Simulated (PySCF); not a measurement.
Species: 1-ethyl-4-fluorobenzene, C8H9F.
Numbering: `[CH3:1][CH2:2][c:3]1[cH:4][cH:5][c:6]([F:7])[cH:8][cH:9]1` (hydrogens: H10, H11, H12 on C1; H13, H14 on C2; H15 on C4; H16 on C5; H17 on C8; H18 on C9)

The geometry is computed with GFN2-xTB (gas phase).

**Question.** List the bond lengths, angles and torsions at this level.

**Answer.** 
```tsv
bond	length (bohr)
C1–C2	2.892
C2–C3	2.838
C3–C4, C3–C9	2.626
C4–C5, C8–C9	2.614
C5–C6, C6–C8	2.612
C6–F7	2.555
C1–H10, C1–H11, C1–H12	2.055
C2–H13, C2–H14	2.063
C4–H15, C9–H18	2.041
C5–H16, C8–H17	2.038
```

Bonds in one row agree within 0.02 bohr and their mean is given. A selection of angles:
```tsv
angle	degrees
C1–C2–C3	110.4
C2–C3–C4	120.6
C4–C3–C9	118.9
C3–C4–C5	121.0
C4–C5–C6	118.6
C5–C6–F7	119.1
C5–C6–C8	121.8
```

Torsions: C1–C2–C3–C4 89° (synclinal).

Of the pairs four or more bonds apart, H14···H18 is among the closest relative to their van der Waals radii: 2.45 Å, 102 % of the sum of Bondi's values. The C–C distances run from 1.382 Å (C6–C8, aromatic) to 1.530 Å (C1–C2, drawn single), a spread of 0.148 Å. The 6-membered ring C3–C4–C5–C6–C8–C9 has internal angles of 118.6° to 121.8°; it is planar, 0.00 Å rms from its mean plane, widest ring torsion 0°.

Point group: Cs (tolerance 0.08 Å). Not checked by GFN2-xTB frequencies. The numbers are those of one conformer.
